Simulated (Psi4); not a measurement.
C4H3O, charge -1, singlet, geometry from GFN2-xTB (a gas-phase anion, which may not be bound at this level), atoms displaced at random by about 0.05 Å a coordinate; B3LYP/STO-3G run with Psi4 1.11.

The Psi4 input:
```
memory 2 GB

molecule {
-1 1
  O    -0.05023952    0.06141811    1.20561392
  C     0.13426226    1.20002969    0.36937453
  C    -0.02351776   -1.02520538    0.40477337
  C    -0.02249586    0.80908207   -0.90138876
  C    -0.05888385   -0.64003109   -0.97060157
  H    -0.01142274   -2.04707576    0.76077742
  H    -0.00297143    1.39593736   -1.81792429
  H    -0.08107357   -1.28983579   -1.64985368
}

set basis sto-3g
set step_type sd

optimize('b3lyp')
print_variables()
```

The log (banner, timings and long lists left out):

```
gradient() will perform analytic gradient computation.

   => Loading Basis Set <=

    Name: STO-3G
    Role: ORBITAL
    Keyword: BASIS

         ---------------------------------------------------------
                                   SCF
               by Justin Turney, Rob Parrish, Andy Simmonett
                          and Daniel G. A. Smith
                              RKS Reference
         ---------------------------------------------------------

  ==> Geometry <==

    Molecular point group: c1
    Full point group: C1

    Geometry (in Angstrom), charge = -1, multiplicity = 1:

       Center              X                  Y                   Z               Mass
    ------------   -----------------  -----------------  -----------------  -----------------
         O           -0.042071401766     0.014375521491     1.155159117186    15.994914619570
         C            0.142430378234     1.152987101491     0.318919727186    12.000000000000
         C           -0.015349641766    -1.072247968509     0.354318567186    12.000000000000
         C           -0.014327741766     0.762039481491    -0.951843562814    12.000000000000
         C           -0.050715731766    -0.687073678509    -1.021056372814    12.000000000000
         H           -0.003254621766    -2.094118348509     0.710322617186     1.007825032230
         H            0.005196688234     1.348894771491    -1.868379092814     1.007825032230
         H           -0.072905451766    -1.336878378509    -1.700308482814     1.007825032230

  Running in c1 symmetry.

  Rotational constants: A =      0.33732  B =      0.30459  C =      0.16059 [cm^-1]
  Rotational constants: A =  10112.57183  B =   9131.24906  C =   4814.36656 [MHz]
  Nuclear repulsion =  150.628185315818968

  Charge       = -1
  Multiplicity = 1
  Electrons    = 36
  Nalpha       = 18
  Nbeta        = 18

  ==> Algorithm <==

  SCF Algorithm Type is DF.
  DIIS enabled.
  MOM disabled.
  Fractional occupation disabled.
  Guess Type is SAD.
  Energy threshold   = 1.00e-08
  Density threshold  = 1.00e-08
  Integral threshold = 1.00e-12

  ==> Primary Basis <==

  Basis Set: STO-3G
    Blend: STO-3G
    Number of shells: 18
    Number of basis functions: 28
    Number of Cartesian functions: 28
    Spherical Harmonics?: true
    Max angular momentum: 1

  ==> DFT Potential <==

   => LibXC <=

    Version 7.1.2
    S. Lehtola, C. Steigemann, M. J. T. Oliveira, and M. A. L. Marques,  SoftwareX 7, 1–5 (2018) (10.1016/j.softx.2017.11.002)

   => Composite Functional: B3LYP <=

    B3LYP Hyb-GGA Exchange-Correlation Functional

    P. J. Stephens, F. J. Devlin, C. F. Chabalowski, and M. J. Frisch,  J. Phys. Chem. 98, 11623 (1994) (10.1021/j100096a001)

    Deriv               =              1
    GGA                 =           TRUE
    Meta                =          FALSE

    Exchange Hybrid     =           TRUE
    MP2 Hybrid          =          FALSE

   => Exchange Functionals <=

    0.0800   Slater exchange
    0.7200         Becke 88

   => Exact (HF) Exchange <=

    0.2000               HF

   => Correlation Functionals <=

    0.1900   Vosko, Wilk & Nusair (VWN5_RPA)
    0.8100   Lee, Yang & Parr

   => LibXC Density Thresholds  <==

    XC_HYB_GGA_XC_B3LYP:  1.00E-15

   => Molecular Quadrature <=

    Radial Scheme          =       TREUTLER
    Pruning Scheme         =           NONE
    Nuclear Scheme         =       TREUTLER

    Blocking Scheme        =         OCTREE
    BS radius alpha        =              1
    Pruning alpha          =              1
    Radial Points          =             75
    Spherical Points       =            302
    Total Points           =         168671
    Total Blocks           =           1334
    Max Points             =            256
    Max Functions          =             28
    Weights Tolerance      =       1.00E-15

   => Loading Basis Set <=

    Name: (STO-3G AUX)
    Role: JKFIT
    Keyword: DF_BASIS_SCF

  ==> Integral Setup <==

  SCF_SUBTYPE=INCORE selected. In-core MEM_DF algorithm will be used.
  Using in-core AOs.

  ==> MemDFJK: Density-Fitted J/K Matrices <==

    J tasked:                   Yes
    K tasked:                   Yes
    wK tasked:                   No
    Algorithm:                 Core
    Schwarz Cutoff:           1E-12
    Mask sparsity (%):       1.2755
    Fitting Condition:        1E-10

   => Auxiliary Basis Set <=

  Basis Set: (STO-3G AUX)
    Blend: DEF2-UNIVERSAL-JKFIT
    Number of shells: 143
    Number of basis functions: 431
    Number of Cartesian functions: 509
    Spherical Harmonics?: true
    Max angular momentum: 4

  Minimum eigenvalue in the overlap matrix is 1.8190145201E-01.
  Reciprocal condition number of the overlap matrix is 7.3303541461E-02.
    Using symmetric orthogonalization.

  ==> Pre-Iterations <==

  SCF Guess: Superposition of Atomic Densities via on-the-fly atomic UHF (no occupation information).

   -------------------------
    Irrep   Nso     Nmo
   -------------------------
     A         28      28
   -------------------------
    Total      28      28
   -------------------------

  ==> Iterations <==

                           Total Energy        Delta E     RMS |[F,P]|

   @DF-RKS iter SAD:  -224.45859350801470   -2.24459e+02   0.00000e+00
   @DF-RKS iter   1:  -226.20627339640419   -1.74768e+00   9.90971e-03 ADIIS/DIIS
   @DF-RKS iter   2:  -226.09977102629048    1.06502e-01   1.69126e-02 ADIIS/DIIS
   @DF-RKS iter   3:  -226.26793418288852   -1.68163e-01   2.20332e-03 ADIIS/DIIS
   @DF-RKS iter   4:  -226.26931084060064   -1.37666e-03   1.58072e-03 ADIIS/DIIS
   @DF-RKS iter   5:  -226.27058592148063   -1.27508e-03   1.59651e-04 ADIIS/DIIS
   @DF-RKS iter   6:  -226.27059731736361   -1.13959e-05   7.63074e-05 DIIS
   @DF-RKS iter   7:  -226.27059994707065   -2.62971e-06   8.74634e-06 DIIS
   @DF-RKS iter   8:  -226.27059998488198   -3.78113e-08   3.24961e-06 DIIS
[...]
  @DF-RKS Final Energy:  -226.32035851524967
    Total Energy =                       -226.3203585152496657
  @DF-RKS Final Energy:  -226.32036147472022
    Total Energy =                       -226.3203614747202153
  @DF-RKS Final Energy:  -226.32036889965715
    Total Energy =                       -226.3203688996571543
  @DF-RKS Final Energy:  -226.32037073590766
    Total Energy =                       -226.3203707359076589
  @DF-RKS Final Energy:  -226.32037418529916
    Total Energy =                       -226.3203741852991868
  @DF-RKS Final Energy:  -226.32037512689436
    Total Energy =                       -226.3203751268943620
  @DF-RKS Final Energy:  -226.32037756682413
    Total Energy =                       -226.3203775668241349
[...]
	 D(1,2,4,7)       =         3.146290         180.269144
	 D(1,3,5,4)       =        -0.000764          -0.043785
	 D(1,3,5,8)       =        -3.147759        -180.353280
	 D(2,1,3,5)       =        -0.001181          -0.067638
	 D(2,1,3,6)       =         3.128187         179.231938
	 D(2,4,5,3)       =         0.002562           0.146805
	 D(2,4,5,8)       =        -3.133461        -179.534102
	 D(3,1,2,4)       =         0.002575           0.147513
	 D(3,5,4,7)       =         3.136543         179.710674
	 D(4,5,3,6)       =        -3.127893        -179.215078
	 D(6,3,5,8)       =         0.008298           0.475427
	 D(7,4,5,8)       =         0.000520           0.029767

	        --- Internal Coordinate Step in ANG or DEG, aJ/ANG or AJ/DEG ---
	-------------------------------------------------------------------------------
	           Coordinate      Previous         Force          Change          New
	           ----------      --------        ------          ------        ------
	               R(1,2)       1.46531       -0.00006       -0.00000       1.46531
	               R(1,3)       1.41725        0.00197        0.00013       1.41738
	               R(2,4)       1.42049        0.00237        0.00015       1.42065
	               R(3,5)       1.37624       -0.00239       -0.00015       1.37608
	               R(3,6)       1.09789        0.00069        0.00004       1.09793
	               R(4,5)       1.44625        0.00176        0.00011       1.44637
	               R(4,7)       1.09637       -0.00007       -0.00000       1.09637
	               R(5,8)       1.09653        0.00162        0.00010       1.09664
	             B(1,2,4)     101.84910       -0.00002       -0.01427     101.83483
	             B(1,3,5)     109.39743        0.00000        0.00129     109.39872
	             B(1,3,6)     118.54180        0.00000        0.00073     118.54253
	             B(2,1,3)     110.36382        0.00001        0.00875     110.37257
	             B(2,4,5)     112.62722        0.00001        0.00683     112.63405
	             B(2,4,7)     124.78765       -0.00001       -0.00411     124.78354
	             B(3,5,4)     105.76213       -0.00000       -0.00257     105.75956
	             B(3,5,8)     125.96264        0.00000        0.00023     125.96287
	             B(4,5,8)     128.27440        0.00000        0.00240     128.27679
	             B(5,3,6)     132.05599       -0.00000       -0.00191     132.05408
	             B(5,4,7)     122.58355       -0.00000       -0.00261     122.58095
	           D(1,2,4,5)      -0.17832        0.00001        0.00876      -0.16955
	           D(1,2,4,7)     180.26914       -0.00001       -0.00657     180.26257
	           D(1,3,5,4)      -0.04379       -0.00000       -0.00206      -0.04584
	           D(1,3,5,8)    -180.35328        0.00001        0.00721    -180.34607
	           D(2,1,3,5)      -0.06764        0.00001        0.00777      -0.05987
	           D(2,1,3,6)     179.23194        0.00002        0.01636     179.24830
	           D(2,4,5,3)       0.14680       -0.00001       -0.00457       0.14223
	           D(2,4,5,8)    -179.53410       -0.00002       -0.01412    -179.54822
	           D(3,1,2,4)       0.14751       -0.00001       -0.00987       0.13764
	           D(3,5,4,7)     179.71067        0.00001        0.01036     179.72104
	           D(4,5,3,6)    -179.21508       -0.00002       -0.01225    -179.22733
	           D(6,3,5,8)       0.47543       -0.00000       -0.00298       0.47245
	           D(7,4,5,8)       0.02977        0.00000        0.00082       0.03059
	-------------------------------------------------------------------------------

	                                 ==> Convergence Check <==

	Measures of convergence in internal coordinates in au.

	Criteria marked as inactive (o), active & met (*), and active & unmet ( ).

	----------------------------------------------------------------------------------------------
	   Step    Total Energy     Delta E     Max Force     RMS Force      Max Disp      RMS Disp
	----------------------------------------------------------------------------------------------
	  Convergence Criteria     1.00e-06 *    3.00e-04 *             o    1.20e-03 *             o
	----------------------------------------------------------------------------------------------
	    22    -226.32037757   -2.44e-06      2.91e-04 *    1.54e-04 o    2.91e-04 *    1.54e-04 o  ~
	----------------------------------------------------------------------------------------------

Next Geometry in Ang
	Fragment 1 (Ang)

	    O   0.0308749061   0.0220464350   1.1577757736
	    C   0.0557659239   1.2480736936   0.3556775321
	    C  -0.0325627884  -1.1168297066   0.3164105615
	    C  -0.0002352039   0.7322252303  -0.9668193606
	    C  -0.0524274325  -0.7128443284  -0.9988859599
	    H  -0.0448480658  -2.1118223047   0.7804076131
	    H   0.0022977708   1.3432481290  -1.8771314892
	    H  -0.0939737545  -1.3718478763  -1.8744412965

    Final optimized geometry and variables:
    Molecular point group: c1
    Full point group: C1

    Geometry (in Angstrom), charge = -1, multiplicity = 1:

    O            0.030804019097     0.021945772046     1.157815549424
    C            0.055830959203     1.247855911436     0.355534938007
    C           -0.032617909200    -1.116821720903     0.316515243090
    C           -0.000309255377     0.732207635368    -0.966870812650
    C           -0.052515470293    -0.712748843918    -0.998914807849
    H           -0.044727695314    -2.111777143006     0.780491288366
    H            0.002373660394     1.343256675511    -1.877170263473
    H           -0.093946952835    -1.371669014756    -1.874407760863

  Variable Map:
  ----------------------------------------------------------------------------
[...]
  Array Variable Map:
  ----------------------------------------------------------------------------
[...]
Optimizer: Optimization complete!
```
